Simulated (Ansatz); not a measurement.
Computed with Ansatz on PBE0-D4/def2-TZVP structures; ΔE is electronic, products minus reactants. CCSD(T)/CBS adds triple-zeta CCSD(T) − MP2 to the extrapolated MP2 energy (def2 sets, frozen cores). This one scheme is used for every species. DFT in def2-TZVPP. B3LYP here is the variant with VWN-RPA as its local correlation; programs differ in this. HSE06 is defined as in plane-wave codes. One conformer a species, not always the lowest.

Consider the silylene formation by 1,1-elimination: `N[Si](N)(O)O` → `N[Si]N` + `OO`.

| level | ΔE (kcal/mol) | difference from CCSD(T)/CBS |
| --- | --- | --- |
| LDA (SPW92) | 165.1 | -2.8 |
| PBE-D4 | 154.1 | -13.8 |
| revPBE-D4 | 152.5 | -15.4 |
| BLYP-D4 | 152.7 | -15.2 |
| r2SCAN-D4 | 167.1 | -0.8 |
| B97M-V | 164.2 | -3.7 |
| PBE0-D4 | 163.5 | -4.4 |
| B3LYP-D4 | 161.3 | -6.6 |
| r2SCANh-D4 | 169.4 | 1.5 |
| r2SCAN0-D4 | 172.6 | 4.7 |
| CAM-B3LYP-D4 | 166.4 | -1.5 |
| ωB97X-V | 165.0 | -2.9 |
| ωB97M-V | 163.9 | -4.0 |
| B2PLYP | 164.2 | -3.7 |
| PBE-QIDH | 171.9 | 4.0 |
| revPBE | 146.4 | -21.5 |
| r2SCAN | 166.5 | -1.4 |
| PBE0 | 161.6 | -6.3 |
| B3LYP | 157.8 | -10.1 |
| r2SCANh | 168.7 | 0.8 |
| r2SCAN0 | 171.9 | 4.0 |
| HSE06 | 161.5 | -6.4 |
| BHLYP | 169.1 | 1.2 |
| CAM-B3LYP | 164.5 | -3.4 |
| LC-ωPBE | 167.6 | -0.3 |
| RPA@PBE/def2-TZVPP | 155.0 | -12.9 |
| HF/def2-SVP | 164.3 | -3.6 |
| MP2/def2-SVP | 161.4 | -6.5 |
| CCSD/def2-SVP | 153.8 | -14.1 |
| CCSD(T)/def2-SVP | 151.8 | -16.1 |
| HF/def2-TZVPP | 173.0 | 5.1 |
| MP2/def2-TZVPP | 173.5 | 5.6 |
| SCS-MP2/def2-TZVPP | 168.7 | 0.8 |
| CCSD/def2-TZVPP | 166.7 | -1.2 |
| CCSD(T)/def2-TZVPP | 165.0 | -2.9 |
| HF/def2-QZVPP | 173.8 | 5.9 |
| SCS-MP2/def2-QZVPP | 170.8 | 2.9 |
| HF/CBS(def2) | 173.9 | 6.0 |
| MP2/CBS(def2) | 176.3 | 8.4 |
| CCSD/CBS(def2) | 169.5 | 1.6 |
| CCSD(T)/CBS | 167.9 | 0 |

Largest T1 diagnostic among the species: 0.013.

From PBE to PBE0 (25 % exact exchange), in def2-TZVPP and without D4, ΔE moves by +9.8 kcal/mol. The D4 term adds +3.5 kcal/mol with B3LYP and +1.9 kcal/mol with PBE0; it sums over pairs of atoms, weighted by their polarisabilities, and B3LYP, whose exchange is more repulsive, gets the larger term. Leaving LDA and LC-ωPBE aside and taking each functional with its dispersion term where it has one, the values spread over 20.1 kcal/mol, from revPBE-D4 to r2SCAN0-D4. LDA lies +13.3 kcal/mol from PBE without D4.
